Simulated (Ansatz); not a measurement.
Ideal-gas functions of F$_{3}$GeH$_{3}$Si (`F[Si](F)(F)[GeH3]`) at 298.15 K and 1 bar, from an Ansatz frequency run at PBE0-D4/def2-TZVP.

Molar mass 160.71 g/mol, point group C3v (symmetry number 3), electronic degeneracy 1, moments of inertia 129.082, 380.864, 380.866 u Å². Harmonic wavenumbers (cm⁻¹, unscaled): 70, 138, 138, 234, 302, 302, 474, 481, 481, 778, 866, 877, 878, 966, 966, 2170, 2181, 2181.

Use S(trans) = R[1.5 ln M + 2.5 ln T − 1.1517]; rotational temperatures θ = 24.2544 K / I; S(rot) = R[ln(√π/σ · √(T³/θAθBθC)) + 1.5]; for each mode x = 1.438777 ν̃/T, S = R[x/(eˣ − 1) − ln(1 − e⁻ˣ)] and H = RT x/(eˣ − 1); 1 cm⁻¹ = 0.0119627 kJ/mol; R = 8.31446 J/(mol·K).

Problem. By hand: the entropy, in J/(mol·K).

Solution. Translation 172.2. Rotation: θ = 0.1879, 0.0637, 0.0637 K, giving 109.0. Vibration, mode by mode: 17.38, 11.85, 11.85, 7.73, 5.88, 5.88, 3.04, 2.96, 2.96, 0.95, 0.67, 0.64, 0.64, 0.45, 0.45, 0.00, 0.00, 0.00, in all 73.3. Electronic 0.0. Sum 354.5 J/(mol·K).

Problem. By hand: H − E and G − E in kJ/mol, counted from the electronic energy.

Solution. Zero-point energy ½ × 14483 × 0.0119627 = 86.6; thermal vibration 11.9; translation, rotation and pV give 4 RT = 9.9. H − E = 108.4 kJ/mol, and G − E = 108.4 − 298.15 × 354.5/1000 = 2.7 kJ/mol.

Vibration gives 21 % of the entropy, 41.1 J/(mol·K) of it from the modes under 150 cm⁻¹: soft modes count most, and the harmonic formula is weakest for them.
